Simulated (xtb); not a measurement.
Al(H)(NCO)(OH) (CH₂AlNO₂), SMILES [AlH]([N]=C=O)[OH]. All values are semi-empirical tight-binding results from xtb (GFN2-xTB unless named), good for trends rather than for accurate numbers. Geometry optimised at GFN2-xTB. One conformer was computed; it need not be the lowest.

For metal compounds this method's bond lengths and energies can be far off.

Estimate the properties. (The exact figures need the calculation; the answer reports its results.)


point group as xtb finds it: Cs
orbital gap: 5.46 eV
zero-point energy: 20.9 kcal/mol
G − E(el) at 298.15 K (modified RRHO): 1.7 kcal/mol
